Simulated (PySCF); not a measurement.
# Excitation energy of Mn²⁺ by level of theory

Mn²⁺ [Ar] 3d5 (6S) → Mn²⁺ [Ar] 3d4 4s1, s spin flipped, as a difference of total energies. All numbers are calculated (PySCF 2.14, scalar relativity by spin-free X2C-1e, in aug-cc-pVDZ-DK (7s6p4d2f, 59 functions)). Correlated levels: valence: [Ar] frozen. The calculations carry no spin-orbit coupling.

```
           method  excitation energy (cm⁻¹)
              UHF                     67845
              LDA                     72611
              PBE                     72130
             PBE0                     72333
           r2SCAN                     74822
            wB97X                     70172
          r2SCAN0                     73644
            TPSSh                     72611
          wB97M-V                     69707
    MP2 (valence)                     70921
SCS-MP2 (valence)                     66268
```

The upper determinant mixes two multiplicities, so it lies between the two terms.
